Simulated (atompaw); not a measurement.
## barium: one change to a PAW (atompaw) potential, before and after

```json
{
  "Element": "Ba (Z = 56)",
  "Generator": "atompaw 4.2.0.5",
  "Type": "PAW",
  "Functional": "LDA (PW92)",
  "Relativity": "scalar-relativistic",
  "Frozen core": "[Kr] 4d10",
  "Valence charge": "10",
  "Reference configuration": "5s2 5p6 5d0 6s1 6p0 (charge +1)",
  "Partial waves": "5s (bound): rc 2.55 bohr; 6s (bound): rc 3.00 bohr; 5p (bound): rc 2.05 bohr; 6p (bound, empty): rc 3.00 bohr; 5d (bound, empty): rc 3.00 bohr; 5d channel at 4.3 Ry: rc 3.00 bohr",
  "Local potential": "bessel scheme, radius 2.70 bohr",
  "Core correction": "smooth core density matched at 1.50 bohr",
  "Augmentation charge": "besselshape compensation charge, radius 2.15 bohr; PAW radius 3.00 bohr; waves and projectors: custom rrkj vanderbiltortho"
}
```

Change: wave 6s (bound): rc 3.00 bohr becomes 6s (bound): rc 1.58 bohr.

Cutoffs: the cutoffs (Ry, on a coarse ladder) from which the occupation-weighted sum of valence levels, in a spherical-Bessel basis at the reference potential, stays within 10 and 1 mRy of its value at 400 Ry; they do not see the model core or the augmentation charge, which bear on the density cutoff.

**Question.** What does the change do?

**Answer.** The potential gets harder (15 Ry and 21 Ry → 18 Ry and 25 Ry); neither file shows a bound ghost.

| quantity | base | changed |
| --- | --- | --- |
| cutoff, loose | 15 Ry | 18 Ry |
| cutoff, tight | 21 Ry | 25 Ry |
| loose cutoff by channel (10 mRy a level) | s 8 Ry, p 12 Ry | s 12 Ry, p 12 Ry |
| bound ghosts | none | none |
| s: phases at 3.01 bohr within 0.05 rad from the reference energy up to (Ry; the scan ends near 5) | 1.8 | 2.1 |
| p: phases at 3.01 bohr within 0.05 rad from the reference energy up to (Ry; the scan ends near 5) | 1.0 | 1.0 |
| d: phases at 3.01 bohr within 0.05 rad from the reference energy up to (Ry; the scan ends near 5) | 2.4 | 2.4 |
| lowest overlap eigenvalue by channel | s 0.12, p 0.05, d 0.86 | s 0.40, p 0.05, d 0.86 |

 The cutoffs see the waves, projectors and local potential, not the compensation charge or the core.
